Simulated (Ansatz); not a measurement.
ClF3H2MoO2 (`[OH][Mo]([OH])([F])([F])([F])[Cl]`), relaxed with RKS PBE0-D4/def2-TZVP in Ansatz from a PBE-D4/def2-SVP geometry. The force threshold is 0.005 eV/Å; the program also tests the step.

The species carries charge 0 and has multiplicity 1. Mo takes the def2 core potential.

Start:

```xyz
9

O     0.226   -0.662    1.483
Mo    0.118    0.210   -0.174
O    -1.700   -0.124   -0.349
F     1.992    0.200   -0.074
F     0.369    1.140   -1.770
F     0.310   -1.373   -1.175
Cl   -0.214    2.257    0.834
H     1.064   -0.764    1.979
H    -2.165   -0.883   -0.756
```

(1) How much energy does the relaxation release, and in how many steps? (An estimate is asked.)

(2) Which bonds change most? (Estimate.)

(3) Give the relaxed structure. (Estimate.)

Results:

(1) Ansatz gave: 7.54 kJ/mol, in 11 steps.

(2) Ansatz gave: Mo2–Cl7 from 2.306 to 2.270 Å; O1–Mo2 from 1.876 to 1.846 Å; Mo2–O3 from 1.857 to 1.832 Å; Mo2–F5 from 1.864 to 1.841 Å.

(3) The calculation gave: 
```xyz
9

O     0.232   -0.633    1.474
Mo    0.110    0.209   -0.165
O    -1.682   -0.131   -0.336
F     1.963    0.150   -0.082
F     0.389    1.149   -1.723
F     0.270   -1.344   -1.188
Cl   -0.232    2.231    0.809
H     1.057   -0.741    1.960
H    -2.107   -0.890   -0.750
```
